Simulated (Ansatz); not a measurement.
A made-up structure of ZnBH$_{3}$S, closed shell:

```xyz
6
angstrom
B -0.6878 0.5811 -1.5137
Zn 0.4710 -0.2384 0.2998
S 1.7288 -1.1144 2.2064
H -1.9500 1.0232 -1.4108
H -0.1412 0.6452 -2.7368
H 0.5792 -0.8968 3.1552
```

It is relaxed with PBE-D4/def2-SVP and then PBE0-D4/def2-TZVP (Ansatz 0.2.0). Atoms count as bonded within 1.22 times the sum of their covalent radii (H–H: 0.88 Å). The end point is not checked to be a true minimum.

(1) Does its bonding change? (Judge from chemistry; the calculation decides.)

## Answers

(1) Computed: No: no bond forms or breaks.

Where it ends: The first stage lowers the energy by 0.97 eV in 4 steps. It ends as ZnBH₃S ([BH2][Zn][SH]):
```
6
angstrom
B -0.6145 0.5191 -1.3517
Zn 0.4196 -0.2125 0.2683
S 1.5436 -0.9949 1.9697
H -1.7414 0.9140 -1.2607
H -0.1252 0.5756 -2.4433
H 0.5179 -0.8012 2.8178
```

Labels in which every atom is bracketed show which atoms are joined, not bond orders.

For scale, one of the runs: PBE0-D4/def2-TZVP relaxation, 134 basis functions, launched by `ansatz run in.yaml --threads 2 --pin off --events-out ev --progress --plain --max-ram 4352MiB`. Hardware: 2 CPU threads of an Arm Neoverse V2, shared host. Wall time about 20 s.
